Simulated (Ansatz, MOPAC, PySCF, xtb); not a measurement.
Diatomic HfC, closed-shell singlet (lowest of 2S+1 = 1, 3, 5, 7 at CCSD(T)/def2-TZVPP on PBE0 minima; our sources give no spin for the ground state, which may be another). No spin–orbit coupling. The T1 diagnostic near the minimum is 0.196, so single-reference values are doubtful.

Seven points along R, fitted to fifth degree in 1/R; most abundant isotopes. Runs in def2 and cc sets follow the lowest solution found near the PBE0 minimum. The singlet is held restricted.

Correlated levels freeze the inner cores; with def2 sets outer-core shells near the valence are correlated too. Rows in LANL2DZ carry no dispersion term and start afresh at each structure. LANL2DZ brings its own core potentials from Na on. The state that PM7 reach isn't checked; PM7 holds dispersion and hydrogen-bond terms.

Codes used: Ansatz (a quantum-chemistry and plane-wave program) with Gaussian orbitals; MOPAC for PM7 (differences of heats of formation); PySCF for LANL2DZ rows; xtb for the GFN methods. Each number belongs to the level named beside it. In def2 rows elements past Kr take small-core potentials, without spin–orbit coupling.

```csv
level,r_e (Å),ω_e (cm⁻¹),ω_e x_e (cm⁻¹),dipole (D)
PM7,1.863,1270,3.2,-
GFN1-xTB,1.961,993,4.1,-
PBE/def2-TZVPP,1.886,829,3.2,3.69
B3LYP/LANL2DZ,1.897,863,3.2,3.44
PBE0/def2-TZVPP,1.862,866,3.3,3.78
wB97X-V/def2-TZVPP,1.852,884,3.3,3.56
wB97M-V/def2-TZVPP,1.862,[?],3.1,3.36
B2PLYP/def2-TZVPP,[?],[?],3.3,-
```

**Question.** What belongs in the gaps?

**Answer.** 
- B2PLYP/def2-TZVPP, r_e (Å): 1.902
- B2PLYP/def2-TZVPP, ω_e (cm⁻¹): 808
- wB97M-V/def2-TZVPP, ω_e (cm⁻¹): 872

Doubts at one or more of the structures used: a restricted determinant that unrestricted orbitals would lower (B2PLYP/def2-TZVPP).
